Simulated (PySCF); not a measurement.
# Computed properties of H₅P, SMILES [H][P@TB7]([H])([H])([H])[H]

H5P, SMILES [H][P@TB7]([H])([H])([H])[H]. Geometry optimised at PBE0-D3(BJ)/def2-TZVPD. The values are those of a single conformer. All values are computed for the isolated molecule unless a solvent is named; none is compared with measurement here.

**Structure.** The optimised structure has D3h symmetry. All 12 harmonic modes at PBE0-D3(BJ)/def2-TZVPD (PySCF) are real, so it is a minimum.

**Vibrations.** The strongest infrared lines (harmonic, unscaled, degenerate partners summed) lie at 1970 cm⁻¹ (878 km/mol, H 95 %), 1242 cm⁻¹ (257 km/mol, H 92 %, P 8 %), 1167 cm⁻¹ (194 km/mol, H 91 %, P 9 %). The softest mode is at 503 cm⁻¹ and the zero-point energy is 26.2 kcal/mol.

**Electronic structure.** CAM-B3LYP/def2-TZVPD (PySCF) places the frontier levels at -7.51 and 0.39 eV, a gap of 7.90 eV, and gives a dipole moment of 0.00 D and a mean polarisability of 34.5 bohr³. PBE/def2-TZVPD (PySCF) at the same geometry gives -5.04 and -0.99 eV, so its gap is 3.85 eV narrower. An orbital gap is neither the optical nor the fundamental gap.

**Excitations.** TDDFT-ωB97X/def2-TZVPD (PySCF) has S1 at 5.03 eV (246 nm, f = 0.000, dark); the most intense of the 10 singlets computed lies at 7.66 eV (f = 0.36). Strengths of degenerate partners are summed. T1 (TDA) is at 4.64 eV. TDDFT-PBE/def2-TZVPD (PySCF) puts S1 at 4.27 eV. No vertical singlet excitation falls in the visible range (under 3.1 eV).

**NMR.** GIAO shifts at B3LYP/pcSseg-2 (PySCF) (non-relativistic, atoms alike by connectivity averaged): ¹H at 7.1 ppm against TMS.

**Solvation.** SMD-ωB97X/def2-SVP (PySCF) gives 1.6 kcal/mol in water, -0.5 kcal/mol in ethylethanoate, -1.1 kcal/mol in methanol (1 M in both phases, gas-phase geometry); of these solvents methanol holds the molecule best.
